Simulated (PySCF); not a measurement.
Cost of one run: shielding job, C5H11AlBCl.

Method: GIAO PBE0/pcSseg-1 NMR shielding, non-relativistic, gas phase (PySCF 2.14.0, density-fitted response routines). Geometry: GFN2-xTB. Work: shieldings, charges and field gradients, density fitting. A driver script takes a list of jobs; this job's settings line and coordinates (Å) are shown.

Command:
```bash
OMP_NUM_THREADS=1 python probes_run.py task.json out
```

Input:
```
{"job": {"kind": "nmr", "xc": "PBE0", "basis": "pcSseg-1"}, "charge": 0, "multiplicity": 1}
C      2.363093     0.982462    -0.215075
C      1.194377     0.542994    -0.642766
C      0.461757    -0.689871    -0.191636
C      1.217618    -1.517687     0.845871
C     -0.888044    -0.235517     0.347908
Al    -2.017796     1.591720     0.159923
B     -2.189065    -0.902026     0.105687
Cl    -3.553310     0.106945     0.757692
H      2.953323     0.451174     0.511344
H      2.788550     1.899988    -0.585361
H      0.638738     1.118624    -1.380676
H      0.284240    -1.317141    -1.073553
H      1.410618    -0.930091     1.740901
H      2.166816    -1.864740     0.444533
H      0.622064    -2.384457     1.124498
H     -0.738788     0.236738     1.341625
H     -2.424163     2.139085    -1.226185
H     -1.818516     2.573810     1.341281
H     -2.481318    -1.792759    -0.589445
```

Hardware: INTEL XEON PLATINUM 8581C at 2.10 GHz, one thread, shared host with 80 logical CPUs at a one-minute load of 26. PySCF's memory limit was set to 1280 MB.

Q: How large is the basis?

A: 205 functions for 76 electrons, with 1103 fitting functions; the fitted three-index integrals, 1103 × 205 × 206/2 numbers of 8 bytes, come to 180 MiB.

Q: How long does the run take?

A: About 37 s. The SCF took 14 cycles.

Q: Estimate the peak memory.

A: About 0.89 GiB. Peak memory is the resident size of the whole Python process, interpreter and libraries included.

Q: At this speed, how long would 20000 such jobs take on 96 cores, one job a core?

A: 20000/96 gives 209 rounds of 37 s, about 2.1 h of wall time and 210 core-hours, if the jobs don't slow each other.

The SCF part of the output:
```
coarse grid: 16584 points
cycle   1  E = -923.9193296168  dE =  8.674e-01  |g| = 4.595e-01  |ddm| = 3.878e+00
cycle   2  E = -923.9010163687  dE =  1.831e-02  |g| = 5.313e-01  |ddm| = 9.129e-01
cycle   3  E = -923.9763224210  dE = -7.531e-02  |g| = 8.927e-02  |ddm| = 5.645e-01
cycle   4  E = -923.9781524667  dE = -1.830e-03  |g| = 3.727e-02  |ddm| = 1.248e-01
cycle   5  E = -923.9784780473  dE = -3.256e-04  |g| = 1.208e-02  |ddm| = 3.937e-02
cycle   6  E = -923.9785125887  dE = -3.454e-05  |g| = 3.058e-03  |ddm| = 1.219e-02
cycle   7  E = -923.9785149834  dE = -2.395e-06  |g| = 6.638e-04  |ddm| = 3.125e-03
final grid: 149976 points
cycle   8  E = -924.0248664392  dE = -5.413e-05  |g| = 8.406e-03  |ddm| = 3.755e-02
cycle   9  E = -924.0248581218  dE =  8.317e-06  |g| = 9.954e-03  |ddm| = 1.735e-02
cycle  10  E = -924.0248844956  dE = -2.637e-05  |g| = 1.754e-03  |ddm| = 1.051e-02
cycle  11  E = -924.0248852377  dE = -7.420e-07  |g| = 4.416e-04  |ddm| = 1.939e-03
cycle  12  E = -924.0248852843  dE = -4.663e-08  |g| = 1.076e-04  |ddm| = 4.387e-04
cycle  13  E = -924.0248852868  dE = -2.565e-09  |g| = 3.899e-05  |ddm| = 1.290e-04
cycle  14  E = -924.0248852872  dE = -3.665e-10  |g| = 8.989e-06  |ddm| = 3.799e-05
converged SCF energy = -924.0248852872
```

On the final grid dE counts from the start density on that grid.

Other jobs ran on the host; a repeat could differ by tens of per cent or more.
